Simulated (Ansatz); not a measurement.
ClH4N2STa, SMILES `[NH2][Ta]([NH2])(=[S])[Cl]`. Total charge 0; spin multiplicity 1. Ta: def2 effective core potential.

```xyz
9

N     0.4089    1.4668    0.7336
Ta    0.2932   -0.0166   -0.5440
N    -0.8873   -1.4333    0.1232
S    -0.5678    0.7519   -2.3667
Cl    2.4119   -0.8992   -0.8497
H     0.6676    1.3673    1.7060
H     0.1691    2.4259    0.5305
H    -0.7871   -1.8878    1.0208
H    -1.7086   -1.7751   -0.3537
```

**Question.** What are the harmonic wavenumbers in cm⁻¹ at PBE0-D4/def2-TZVP (Ansatz, finite differences of forces, unscaled)? (Estimate.)

**Answer.** Ansatz gave: 120, 138, 172, 173, 196, 211, 362, 396, 487, 515, 528, 561, 613, 683, 696, 1538, 1543, 3565, 3568, 3665, 3665.

**Question.** Is this a minimum?

**Answer.** Yes, all 21 modes are real.

**Question.** Give the ideal-gas thermochemistry at 298.15 K and 1 bar (rigid rotor, harmonic oscillator; point group Cs, symmetry number 1).

**Answer.** Zero-point energy 139.9 kJ/mol; H(298) − E = 164.5 kJ/mol; entropy 385.1 J/(mol·K), of which translation 179.2, rotation 119.9, vibration 86.0; G(298) − E = 49.7 kJ/mol.

**Question.** And at 400, 500, 600, 800 and 1000 K?

**Answer.** 
```
T (K)  H − E (kJ/mol)  S (J/mol/K)  G − E (kJ/mol)
  400           178.0        423.9             8.4
  500           192.3        455.8           -35.6
  600           207.4        483.3           -82.6
  800           239.1        528.9          -184.0
 1000           272.5        566.1          -293.6
```

**Question.** Rotational constants (cm⁻¹)?

**Answer.** 0.07407, 0.05092, 0.04475.
